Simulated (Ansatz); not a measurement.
`[OH][SnH3]` + CH₃NH₂ → `C[NH][SnH3]` + H₂O at 298.15 K and 1 bar (ligand exchange at the Sn–O bond).

Gas-phase electronic energies from Ansatz, PBE0-D4/def2-TZVP geometries. CCSD(T)/CBS adds triple-zeta CCSD(T) − MP2 to the extrapolated MP2 energy (def2 sets, frozen cores). This one scheme is used for every species. def2 core potentials past Kr. For Sn outer-core shells are correlated without core-valence functions, which leaves a few kJ/mol of doubt a bond.

| species | CCSD(T)/CBS energy (Eh) | H − E (kJ/mol) | S (J/(mol·K)) |
| --- | --- | --- | --- |
| `[OH][SnH3]` | -291.59405 | 101.0 | 287.4 |
| CH₃NH₂ | -95.75281 | 180.0 | 240.4 |
| `C[NH][SnH3]` | -310.95876 | 211.9 | 324.8 |
| H₂O | -76.37941 | 66.4 | 188.7 |

H − E and S are ideal-gas, rigid-rotor, harmonic terms from PBE0-D4/def2-TZVP, for one conformer and one mirror image of each species. 1 Eh = 2625.50 kJ/mol, R = 8.31446 J/(mol·K).

Q: By hand: ΔE, ΔH, ΔS and ΔG.

A: ΔE = (-310.95876) + (-76.37941) − (-291.59405) − (-95.75281) = 0.00869 Eh = 22.8 kJ/mol. Δ(H − E) = 211.9 + 66.4 − 101.0 − 180.0 = -2.7, so ΔH = 20.1 kJ/mol. ΔS = 324.8 + 188.7 − 287.4 − 240.4 = -14.3 J/(mol·K). ΔG = 20.1 − 298.15 × (-14.3)/1000 = 24.4 kJ/mol.

Q: By hand: the equilibrium constant, and the temperature at which ΔG would vanish if ΔH and ΔS stayed fixed.

A: log₁₀ K = −ΔG/(RT ln 10) = -4.3. ΔH and −TΔS have one sign here, so there is no such temperature.

The number of gas molecules stays the same, so ΔS is small and ΔH decides. A doubt of 5 kJ/mol in ΔE shifts log₁₀ K by 0.9 here. Other conformers and mirror images would add mixing entropy, several J/(mol·K) or more a flexible species. These are equilibria of isolated gas molecules and say nothing of rates. Largest T1 diagnostic: 0.014 (customary marks: 0.02 for closed shells, 0.045 for open ones).
